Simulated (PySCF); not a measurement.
**AsF₄, doublet: structure and spectrum**

These are results of PySCF, UPBE, basis As def2-SVP, F def2-SVP (no relativity, density fitting), not measurements.

The structure is a minimum.

Coordinates in bohr (charge 0 multiplicity 2):
```
As   -0.3899    0.0000    0.0000
F    -0.9464    0.0000    3.3552
F    -0.9464    0.0000   -3.3552
F     1.7064    2.5149    0.0000
F     1.7064   -2.5149    0.0000
```

```
Point group                                                                   : C2v
Bond lengths                                                                  : As–F 1.733 Å (×2), As–F 1.800 Å (×2)
Bond angles                                                                   : F–As–F 96.0° (×4), F–As–F 100.4°, F–As–F 161.2°
Enthalpy at 298.15 K above 0 K                                                : 18.49 kJ/mol
Dipole moment                                                                 : 1.26 D
Heat capacity Cp at 298.15 K                                                  : 86.9 J/(mol K)
Rotational symmetry number                                                    : 2
Atomisation energy without zero-point energy                                  : 1616 kJ/mol
Highest occupied level (α)                                                    : -7.22 eV
Entropy at 298.15 K and 1 bar (electronic part: spin only)                    : 332.3 J/(mol K)
Rotational constants                                                          : 0.1519, 0.1031, 0.09011 cm⁻¹
Zero-point energy                                                             : 21.9 kJ/mol
Principal quadrupole moments (Buckingham, traceless) about the centre of mass : -4.10, 1.07, 3.03 D Å
Spin squared ⟨S²⟩                                                             : 0.752
Lowest empty level (β)                                                        : -6.15 eV
Principal polarisabilities                                                    : 22.0, 25.0, 33.7 bohr³
```

Harmonic modes (masses in u: As 74.922, F 18.998):
| symmetry | ω (cm⁻¹) | IR (km/mol) |
| --- | --- | --- |
| b2 | 143 | 8.5 |
| a1 | 148 | 1.5 |
| a2 | 242 | 0.0 |
| a1 | 269 | 20.9 |
| b1 | 290 | 10.9 |
| a1 | 552 | 2.9 |
| b1 | 596 | 117 |
| a1 | 702 | 55.6 |
| b2 | 712 | 85.9 |

In C2v the vibrations span 2b2 + 4a1 + a2 + 2b1. The a2 mode carries no infrared intensity, as symmetry demands.

Charges (e):
```json
{"atom": "As1", "Mulliken": "1.14", "Löwdin": "0.75", "polar tensor": "1.84", "spin (Mulliken)": "0.48", "Mayer order to As1": "–"}
{"atom": "F2,3", "Mulliken": "-0.28", "Löwdin": "-0.19", "polar tensor": "-0.42", "spin (Mulliken)": "0.21", "Mayer order to As1": "0.93"}
{"atom": "F4,5", "Mulliken": "-0.29", "Löwdin": "-0.18", "polar tensor": "-0.50", "spin (Mulliken)": "0.05", "Mayer order to As1": "0.99"}
```

Mulliken populations on As1: s 7.58, p 13.81, d 10.48.

Outer orbital energies (eV). α occupied: -10.88, -10.87, -10.44, -10.28, -9.98, -9.84, -9.75, -7.22; empty: -1.99, -0.97, 1.23, 4.13. β occupied: -10.78, -10.74, -10.56, -10.36, -10.08, -9.83, -9.69, -9.62; empty: -6.15, -1.35, -0.65, 1.54.

Other isomers or separated fragments may lie lower.

The final relaxation and frequency run took 68 s on 2 threads of a shared Arm Neoverse V1 host, with 88 basis functions and 15 gradients; the process peaked at 1.1 GiB.
